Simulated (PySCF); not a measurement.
**Manganese: a sound run and one with changed settings**

Sound run: Mn²⁺ [Ar] 3d5, Mn³⁺ [Ar] 3d4. Calculation: PySCF 2.14, in aug-cc-pVDZ; the non-relativistic Hamiltonian (point nucleus). In the sound run the correlated levels freeze [Ar]. The sound run starts from symmetry-adapted Hartree-Fock orbitals and uses a fine grid where one is needed.

A second run was set up differently.

```tsv
species	method	sound run (hartree)	changed run (hartree)	converged
Mn²⁺	MP2	-1149.16120	-1149.34768	yes
Mn³⁺	MP2	-1147.92944	-1148.10550	yes
```

Ionisation energy of Mn²⁺:

```
 method  sound run (eV)  changed run (eV)
    UHF          32.750            32.750
    MP2          33.518            33.801
SCS-MP2          33.006            33.328
```

Problem. What was changed?
A. basis contracted for another Hamiltonian
B. too few SCF iterations
C. a valence shell is frozen
D. all electrons correlated in a valence basis

Solution. D. A valence basis has no tight correlating functions, so it recovers only part of the core correlation, and not evenly between atom and ion.
